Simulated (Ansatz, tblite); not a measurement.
Spin states of PbI2⁺ (the lowest doublet isomer of a short search), each relaxed with PBE0-D4/def2-SVP in Ansatz. Electronic energies in the gas phase.

In the def2 sets I, Pb take a core potential; there is no spin–orbit coupling. The xTB rows come from tblite. Correlated methods freeze 12 core orbitals; core or outer-core shells of Pb, I are correlated, in sets that lack core-valence functions. The rows differ in basis, and correlated rows in double-zeta sets carry the largest basis error. In CCSD on the charge 1 quartet the largest single amplitude is 0.33, so its Hartree–Fock determinant may place the open shell otherwise than the density functionals do. In the quartet, I2 and I3 lie 3.08 Å apart (atoms count from 1), so these atoms are partly bonded to each other. The structure comes from a short search, and lower isomers may exist.

Doublet geometry (C2v within 0.1 Å):

```xyz
3

Pb    1.4397   -0.5243   -0.3673
I    -1.2152    0.0022   -1.3865
I    -0.2245    0.5221    1.7538
```

Quartet geometry (C2v within 0.1 Å):

```xyz
3

Pb   -0.753   -0.998    1.407
I     0.777    1.601    0.293
I    -0.024   -0.603   -1.699
```

⟨S²⟩: doublet 0.76 at PBE0-D4/def2-TZVP (pure 0.75), quartet 3.76 at PBE0-D4/def2-TZVP (pure 3.75).

Only these spin states were relaxed.

Q: Estimate which spin state lies lowest at each of these levels, and by how much: GFN1-xTB; GFN2-xTB; HF/def2-TZVP; PBE-D4/def2-TZVP; PBE-QIDH/def2-TZVP; RPA@PBE/def2-TZVP; MP2/def2-TZVP; CCSD(T)/def2-SVP.

A: 
```
             level  quartet − doublet (kJ/mol)  lowest of these
          GFN1-xTB                       367.1          doublet
          GFN2-xTB                       338.5          doublet
      HF/def2-TZVP                       176.5          doublet
  PBE-D4/def2-TZVP                       235.9          doublet
PBE-QIDH/def2-TZVP                       264.9          doublet
 RPA@PBE/def2-TZVP                       220.0          doublet
     MP2/def2-TZVP                       283.6          doublet
  CCSD(T)/def2-SVP                       232.1          doublet
```

The xTB methods have no term that favours high spin, so they put low spin too low.
